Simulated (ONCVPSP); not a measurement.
Configuration tests for lanthanum (La) (ONCV)

lanthanum, optimised norm-conserving Vanderbilt (ONCV), made with ONCVPSP 4.0.1 (LDA (Perdew-Wang 92), scalar-relativistic). Core [Kr] 4d10, reference 5s2 5p6 5d2 6s1. Waves: 5s+6s: rc 2.85 bohr, ncon 4, nbas 8, qcut 3.4 1/bohr, 2 projectors; 5p: rc 2.20 bohr, ncon 4, nbas 9, qcut 6.1 1/bohr, 2 projectors, debl 3.1 Ha; 5d: rc 3.25 bohr, ncon 4, nbas 8, qcut 5.2 1/bohr, 1 projector; f scattering state at 0.37 Ha: rc 3.45 bohr, ncon 3, nbas 7, qcut 3.2 1/bohr, 2 projectors, debl 3.2 Ha. Local part: polynomial inside 2.15 bohr (lpopt 4, dvloc0 0 Ha). Core correction: none.

In the f channel the program set the typed energies aside and used -0.111, 3.089 Ha.

Energies are relative to the spin-unpolarised reference configuration 5s2 5p6 5d2 6s1; without spin polarisation the order of configurations can differ from experiment.

```tsv
valence configuration	charge	ΔE all-electron (eV)	error AE − PS (meV)
5s2 5p6 5d1 6s2	0	-0.827	-1.7
5s2 5p6 5d1 6s0	+2	16.478	+0.8
5s2 5p6 5d1.5 6s1.5	0	-0.466	+0.1
```

**Question.** What are ΔE and the potential's error for 5s2 5p6 5d1 6s1?

**Answer.** ΔE = 5.331 eV all-electron; the error (AE − PS) is +0.6 meV.

Levels in the configuration 5s2 5p6 5d1 6s2:

| level | all-electron (eV) | pseudo (eV) |
| --- | --- | --- |
| 5s | -39.072 | -39.020 |
| 5p | -22.478 | -22.468 |
| 5d | -3.204 | -3.209 |
| 6s | -3.813 | -3.810 |
